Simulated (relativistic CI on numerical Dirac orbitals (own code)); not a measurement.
Transition arrays of Pr17+

Method of calculation: Dirac-Coulomb-Breit CI, KLI orbitals optimised for each configuration, model QED, valence Slater integrals scaled by 0.9, whole transition arrays (own radial code, finite nucleus).

Configuration list (outside the closed core [Ar] 3d10 4s2): 4p6 4d6, 4p6 4d5 4f, 4p5 4d7, 4p6 4d5 5p, 4p6 4d5 5f. Levels of other configurations are missing.

All E1 lines from the levels of 4p6 4d6; mean and standard deviation are weighted by gf, and upper levels are sorted by their leading configuration.

```csv
Upper configuration,Lines,Σgf,Mean (eV),Mean (nm),σ (eV),Strongest line (nm)
4p6 4d5 4f,6160,1535.4,149.14,8.313,4.30,8.262
4p5 4d7,1028,94.5,145.59,8.516,15.74,8.175
4p6 4d5 5p,3245,126.8,181.26,6.840,3.39,6.836
4p6 4d5 5f,5470,95.0,272.58,4.549,3.38,4.519
```

Σgf per state of the lower configuration in bins of 0.1 nm over the central range (centre: value): 4.55: 0.29, 4.65: 0.08, 6.65: 0.04, 6.75: 0.14, 6.85: 0.26, 6.95: 0.10, 7.85: 0.08, 7.95: 0.11, 8.05: 0.23, 8.15: 0.88, 8.25: 2.64, 8.35: 2.53, 8.45: 0.83, 8.55: 0.13, 8.65: 0.05.

(1) How do configuration mixing and the scaling of the Slater integrals move the arrays?

## Answers

(1) Slater scale 0.9, no configuration mixing: 4p6 4d5 4f 143.0 ± 6.0 eV (Σgf 1061.3), 4p5 4d7 128.6 ± 11.9 eV (Σgf 416.4), 4p6 4d5 5p 181.5 ± 3.3 eV (Σgf 155.4), 4p6 4d5 5f 272.3 ± 3.4 eV (Σgf 123.2); Slater scale 1: 4p6 4d5 4f 152.0 ± 4.4 eV (Σgf 1584.5), 4p5 4d7 147.9 ± 17.0 eV (Σgf 80.5), 4p6 4d5 5p 181.1 ± 4.3 eV (Σgf 122.4), 4p6 4d5 5f 272.7 ± 3.6 eV (Σgf 93.9); Slater scale 0.8: 4p6 4d5 4f 146.3 ± 4.1 eV (Σgf 1463.8), 4p5 4d7 143.8 ± 14.1 eV (Σgf 130.8), 4p6 4d5 5p 181.2 ± 3.1 eV (Σgf 131.4), 4p6 4d5 5f 272.5 ± 3.1 eV (Σgf 96.1). With mixing, levels are counted to their leading configuration, so an array can shrink or vanish into another, and the sums then hold other lines.
